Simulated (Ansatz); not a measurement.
FH$_{5}$O$_{3}$Si$_{2}$ (`O[SiH](O)[SiH](O)F`), relaxed with RKS PBE0-D4/def2-TZVP in the Gaussian-basis code of Ansatz from a PBE-D4/def2-SVP geometry. The force threshold is 0.005 eV/Å; the program also tests the step.

Charge 0, multiplicity 1.

Start:

```xyz
11

O     1.899   -0.436    1.179
Si    0.244   -0.229    0.971
O    -0.217    1.407    0.870
Si   -0.600   -0.755   -1.166
O    -0.629    0.752   -1.890
F    -2.111   -1.382   -0.994
H     2.449   -0.179    0.418
H    -0.335   -0.873    2.195
H    -0.164    1.940    1.684
H     0.147   -1.687   -2.071
H    -0.683    1.443   -1.195
```

**Question.** By how much does the energy fall, and how many steps does the optimiser take? (Best estimate.)

**Answer.** The calculation gave: 13.36 kJ/mol, in 13 steps.

**Question.** Which bonds change most? (An estimate is asked.)

**Answer.** Ansatz gave: Si2–O3 from 1.702 to 1.656 Å; Si4–F6 from 1.645 to 1.603 Å; O1–Si2 from 1.681 to 1.645 Å; Si4–O5 from 1.672 to 1.638 Å.

**Question.** Give the relaxed structure. (An estimate is asked.)

**Answer.** Computed: 
```xyz
11

O     1.860   -0.450    1.150
Si    0.244   -0.194    0.980
O    -0.166    1.410    1.010
Si   -0.603   -0.724   -1.152
O    -0.651    0.680   -1.994
F    -2.072   -1.341   -0.979
H     2.443   -0.146    0.452
H    -0.340   -0.908    2.142
H    -0.079    1.892    1.835
H     0.159   -1.686   -1.982
H    -0.796    1.468   -1.463
```
